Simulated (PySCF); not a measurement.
# Unknown compound

An unknown has the formula C$_{4}$HN$_{3}$. Its calculated NMR data are:

¹H NMR (500 MHz, computed): δ 4.84 (s, 1H).

¹³C{¹H} NMR (computed): δ 99.3 (C, 3C), 17.5 (CH).

- J: B3LYP/pcJ-1
- shieldings: GIAO KT3/pcSseg-2
- PBE0-D3(BJ)/def2-SVP structure
- run in PySCF 2.14.0 with density-fitted response routines
- no relativistic terms, rapidly exchanging positions averaged, no solvent model, one conformer

Referencing at the same level of theory: TMS for ¹H, ¹³C.

Question: What is the structure?

Answer: 
1. Rings plus π bonds: 6 (no ring in the answer).
2. 2 carbon signals for 4 carbons: some carbons are equivalent by symmetry or fast rotation.
3. Carbon types of the structure: 3 × C, 1 × CH, which accounts for all hydrogens.
4. δC 99.3: nitrile carbon.
5. δC 17.5: sp3 CH α to a nitrile; a saturated carbon with 3 carbon neighbours and no heteroatom attached.
6. δH 4.84: hydrogen on an sp3 CH α to a nitrile.

These data were computed for SMILES N#CC(C#N)C#N.

The shifts were computed for this structure.

Shifts are as computed, not scaled to solution data. Of 1211 compounds with measured shifts, 218 miss one by over three times the rms of a fit or turn the order of signals round; such compounds aren't used in these exercises.
